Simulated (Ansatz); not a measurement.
Cl2F2H2Si2 (`F[Si@@H](Cl)[Si@@H](F)Cl`), one more setting.

```yaml
crystal:
  periodic: [false, false, false]
  atoms:
    - {symbol: F, position_ang: [-0.169506, 0.136572, -2.338539]}
    - {symbol: Si, position_ang: [0.511415, 0.500375, -0.944283]}
    - {symbol: Cl, position_ang: [0.214632, 2.487074, -0.575014]}
    - {symbol: Si, position_ang: [-0.538212, -0.660270, 0.804231]}
    - {symbol: F, position_ang: [-0.515945, -2.228377, 0.520490]}
    - {symbol: Cl, position_ang: [0.563670, -0.287856, 2.483149]}
    - {symbol: H, position_ang: [1.964600, 0.252838, -1.062689]}
    - {symbol: H, position_ang: [-1.938555, -0.257456, 1.056854]}
basis:
  gaussian: {orbitals: 6-31G}
hamiltonian: {xc: {name: RPBE}, dispersion: d3bjatm}
accuracy: high
output: {forces: true}
```

```sh
$ ansatz run in.yaml --threads 4 --pin off --events-out ev --progress --plain --max-ram 10444MiB
```

It prints (some lines left out):

```
Functional definition: RPBE
1680 factors; integrals over basis functions are off by at most 4.4e-8 eV
mean field evaluation 1: about -46256.7240 eV, gradient 4.5e1 eV
mean field evaluation 2: about -46241.5379 eV, gradient 1.1e2 eV
mean field evaluation 4: about -46260.2550 eV, gradient 4.7e0 eV
mean field evaluation 8: about -46260.3125 eV, gradient 1.7e-1 eV
mean field evaluation 16: about -46260.3126 eV, gradient 2.5e-5 eV
mean field -46260.31257033 eV, -1700.0351305937 hartree, gradient 2.5e-8 eV, S^2 0.000000; 0 other end points of the search recorded, 0 dependent functions left out
reference -46260.31257437 eV, -1700.0351307419 hartree; 41, 41 occupied and 33, 33 virtual orbitals, 1680 factors
Total energy: -46261.92944456 eV, -1700.0945496255 hartree
Atom 0 at    -0.169506     0.136572    -2.338539 Å, force    -1.947375    -1.079179    -3.946468 eV/Å
Atom 1 at     0.511415     0.500375    -0.944283 Å, force     1.776643    -1.326428     3.335494 eV/Å
Atom 2 at     0.214632     2.487074    -0.575014 Å, force    -0.346225     2.560723     0.517062 eV/Å
Atom 3 at    -0.538212    -0.660270     0.804231 Å, force    -0.981969     3.653961    -1.315355 eV/Å
Atom 4 at    -0.515945    -2.228377     0.520490 Å, force     0.062105    -4.448985    -0.854511 eV/Å
Atom 5 at     0.563670    -0.287856     2.483149 Å, force     1.399182     0.530815     2.167073 eV/Å
Atom 6 at     1.964600     0.252838    -1.062689 Å, force     0.522597    -0.088286     0.014325 eV/Å
Atom 7 at    -1.938555    -0.257456     1.056854 Å, force    -0.484958     0.197379     0.082381 eV/Å
Dipole moment:    -0.004652    -0.012960    -0.010613 e Å
```

Hardware: 4 threads of an Arm Neoverse V1 on a shared host. Wall time 3.8 s, peak host memory 0.21 GiB.
